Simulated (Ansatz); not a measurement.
A nudged elastic band was laid between two geometries of CH₅NSSi (9 atoms, charge 0, multiplicity 1).

Theory: RKS PBE0-D4/def2-SVP (Ansatz).

```
movable images  : 7
climbing image  : yes
spring          : 5.0 eV/Å²
optimiser       : quadratic models (default)
start path      : through a guess of the saddle point
force threshold : 0.05 eV/Å
iteration limit : 60
end points      : relaxed
```

Image 0:

```xyz
9
Properties=species:S:1:pos:R:3
C 0.249 1.471 -0.556
Si -0.024 -0.050 0.148
N 0.765 -1.514 -0.214
S -1.415 -0.466 1.699
H 0.871 1.585 -1.448
H -0.166 2.383 -0.122
H 0.312 -2.415 -0.130
H 1.637 -1.547 -0.726
H -2.230 0.553 1.348
```

Image 8:

```xyz
9
Properties=species:S:1:pos:R:3
C 0.251 1.471 -0.555
Si -0.024 -0.051 0.146
N 0.764 -1.514 -0.215
S -1.413 -0.463 1.701
H -0.167 2.381 -0.119
H 0.872 1.589 -1.446
H 0.313 -2.416 -0.126
H 1.635 -1.547 -0.730
H -2.232 0.550 1.344
```

Problem. What changes between the two ends?

Solution. No bond is made or broken. The dihedral H5–C1–Si2–S4 goes from -171 to 11°. The two ends are copies of one structure, up to a mirror image or an exchange of like atoms.

Problem. What energy profile does the band end with?

Solution. The run converged. The highest image is number 3 of 0 to 8, 74.7 kJ/mol above the ends, which have the same energy within 2 meV. The profile has 2 maxima (images 3, 7) with wells between them (image 6): this band takes more than one step, which may be the mechanism or a detour left from its start path. A vibrational analysis at the climbing image gives one clearly imaginary mode, 533i cm⁻¹: a first-order saddle point.

```tsv
image	path coordinate (Å)	energy (kJ/mol)	dihedral H5–C1–Si2–S4 (°)
0	0.00	0.0	-171
1	0.59	14.2	-144
2	1.17	51.9	-109
3	1.76	74.7	-71
4	2.39	49.0	-48
5	3.02	10.2	-29
6	3.65	0.5	-7
7	4.28	2.7	1
8	4.91	0.0	11
```

Problem. What is the geometry of the highest image?

Solution. 
```xyz
9
Properties=species:S:1:pos:R:3
C 0.430 1.444 -0.652
Si -0.071 -0.038 0.056
N 0.777 -1.482 -0.145
S -1.699 -0.672 1.304
H -0.178 1.839 -1.475
H 0.821 2.213 0.025
H 0.535 -2.386 0.247
H 1.620 -1.484 -0.708
H -2.234 0.566 1.347
```

The band took 11 iterations and about 5 core-minutes.

Time of the run: 4.7 min on 1 thread of Arm Neoverse V1, with other jobs on the host, peak memory 0.18 GiB.
